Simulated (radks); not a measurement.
Spin polarisation of the 2p5 shell in neutral fluorine. Start: [He] 2s2 2p(up 2.5, down 2.5); electrons of 2p are moved from spin down to spin up, other shells keep equal spins. Method: scalar-relativistic Kohn-Sham, SCAN, spin-polarised, spherical densities, finite nucleus; meta-GGA in the generalised Kohn-Sham scheme; Fermi nuclear charge, rms radius of each element as measured or else 0.836 A^(1/3) + 0.57 fm; computed with a radial shooting solver on a logarithmic mesh with Libxc functionals.

| moment (Bohr magnetons) | E - E(0) (eV) | e(2p up) (eV) | e(2p down) (eV) | 2s down minus up (eV) | 1s down minus up (eV) |
|---|---|---|---|---|---|
| 0 | 0.000 | -11.562 | -11.562 | 0.000 | 0.000 |
| 0.25 | -0.041 | -11.836 | -11.277 | 0.547 | 0.251 |
| 0.5 | -0.141 | -12.098 | -10.980 | 1.094 | 0.497 |
| 0.75 | -0.317 | -12.349 | -10.671 | 1.642 | 0.755 |
| 1 | -0.558 | -12.589 | -10.350 | 2.193 | 1.001 |

At moment 1 the spin-polarisation energy is -0.558 eV and the 2p exchange splitting 2.238 eV, that is 2.238 eV per Bohr magneton; E = -I m^2/4 would give I = 2.231 eV.
